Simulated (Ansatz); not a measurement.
`F[C@@H]([SiH3])[C@@H](F)Cl`, relaxed with RKS PBE-D4/def2-SVP in the Gaussian-basis code of Ansatz from a rough embedded geometry. The force threshold is 0.03 eV/Å; the program also tests the step.

Charge 0, multiplicity 1.

Start:

```xyz
11

F    -1.489   -0.979   -0.028
C    -0.651    0.022   -0.103
Si    0.289    0.104    1.507
C     0.275   -0.055   -1.385
F     0.982   -1.254   -1.274
Cl   -0.719   -0.121   -2.848
H    -1.271    0.936   -0.220
H    -0.602    0.395    2.604
H     1.057   -1.075    1.743
H     1.204    1.298    1.416
H     0.926    0.729   -1.412
```

| step | energy (eV) | largest force (eV/Å) | largest move (Å) |
| --- | --- | --- | --- |
| 1 | -27959.0666 | 4.960 | 0.000 |
| 2 | -27959.5250 | 1.674 | 0.076 |
| 3 | -27959.6044 | 0.432 | 0.080 |
| 4 | -27959.6128 | 0.137 | 0.041 |
| 5 | -27959.6168 | 0.136 | 0.054 |
| 6 | -27959.6189 | 0.082 | 0.058 |
| 7 | -27959.6198 | 0.038 | 0.038 |
| 8 | -27959.6201 | 0.017 | 0.016 |

End:

```xyz
11

F    -1.540   -1.013   -0.053
C    -0.665    0.067   -0.133
Si    0.332    0.101    1.522
C     0.231   -0.040   -1.355
F     1.176   -1.021   -1.191
Cl   -0.723   -0.383   -2.843
H    -1.262    1.002   -0.244
H    -0.631    0.467    2.613
H     0.919   -1.252    1.778
H     1.412    1.146    1.433
H     0.751    0.928   -1.528
```

Hardware: 4 threads of an Arm Neoverse V1 on a shared host. Wall time 13 s, peak host memory 0.17 GiB.
